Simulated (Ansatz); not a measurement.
This Ansatz (a first-principles code) input (B2PLYP/def2-TZVPPD) gives -0.49861 Eh with 17 basis functions. A basis named .json is the Basis Set Exchange file of that set (core-valence sets with the plain set on hydrogen).

Ansatz 0.2 input:
```yaml
crystal:
  periodic: [false, false, false]
  atoms:
    - {symbol: H, position_ang: [0.00000000, 0.00000000, 0.00000000]}
basis:
  gaussian:
    orbitals: def2-TZVPPD.json
hamiltonian:
  xc: {name: B2PLYP}
magnetization: {spin_polarized: true, initial_magnetization: 1}
correlation: {electrons: outside_noble_gas}
scf: {lower_state_search: full}
```

Change:
```diff
- orbitals: def2-TZVPPD.json
+ orbitals: cc-pVQZ
```

### Question
What does the run give now?

### Answer
-0.49877 Eh (B2PLYP/cc-pVQZ, 30 functions), a change of -0.16 mEh.
